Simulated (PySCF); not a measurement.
A geometry optimisation on `[NH2][SnH2][CH2][SiH3]`.

Method: PBE0-D3(BJ)/def2-SVP geometry optimisation, gas phase, def2 core potentials past Kr (PySCF 2.14.0). Start geometry: GFN2-xTB. A driver script takes a list of jobs; this job's settings line and coordinates (Å) are shown.

Input:
```
{"job": {"xc": "PBE0", "basis": "def2-SVP", "d3": "d3bj", "grid": 1, "maxiter": 30, "shake": 0.01, "kind": "geom"}, "charge": 0, "multiplicity": 1}
N      2.072010     0.771320    -0.481170
Sn     1.091430    -0.964990    -0.210060
C     -1.009560    -0.621880    -0.639160
Si    -1.731780     0.822500     0.331460
H      1.889470     1.229460    -1.392090
H      3.047400     0.782990    -0.345010
H      1.762900    -2.246640    -1.132430
H      1.456660    -1.325040     1.384500
H     -1.080710    -0.437610    -1.681290
H     -1.525890    -1.545310    -0.408620
H     -1.728350     0.514160     1.771730
H     -3.151220     0.931600    -0.102280
H     -1.086530     2.072550     0.032850
```

Output:
```
step   0  E = -601.63717217  max force = 0.031941
step   1  E = -601.64351316  max force = 0.009468
step   2  E = -601.64432155  max force = 0.002213
step   3  E = -601.64450237  max force = 0.001911
step   4  E = -601.64455977  max force = 0.000363
step   5  E = -601.64456693  max force = 0.000109
optimisation converged
```

Energies in Eh; «max force» is the largest Cartesian gradient component in Eh/bohr.

Q: How much energy does the optimisation release, in kcal/mol?

A: E(step 0) − E(last step) = 0.007395 Eh, which is 4.6 kcal/mol.

Q: Give the first gradient maximum in eV/Å.

A: With 1 Eh/bohr = 51.422 eV/Å, 1.642 eV/Å.

Summary of the converged run: final energy -601.64457 Eh after 5 steps; dipole 1.79 D.

Q: Give the final coordinates.

A: 0.080 Å rms from the input after alignment:
```
atom  x, y, z in Å
N1     2.0163    0.8670   -0.5619
Sn2    1.1288   -0.9359   -0.1634
C3    -0.9586   -0.6589   -0.6167
Si4   -1.7646    0.7653    0.3040
H5     1.9395    1.1434   -1.5393
H6     3.0068    0.8882   -0.3251
H7     1.7592   -2.2503   -1.0903
H8     1.3778   -1.2105    1.5104
H9    -1.0456   -0.5023   -1.7047
H10   -1.4791   -1.6021   -0.3829
H11   -1.6675    0.5420    1.7805
H12   -3.2151    0.8815   -0.0528
H13   -1.0912    2.0566   -0.0254
```

Q: Estimate the wall time. Hardware: Intel Xeon Platinum 8259CL at 2.50 GHz, one thread, shared host with 96 logical CPUs at a one-minute load of 64. And the peak memory of the process?

A: About 64 s, with 0.51 GiB resident at the peak, the Python interpreter and its libraries included.
Labels such as C1 count atoms from 1, the log's own numbers from 0.
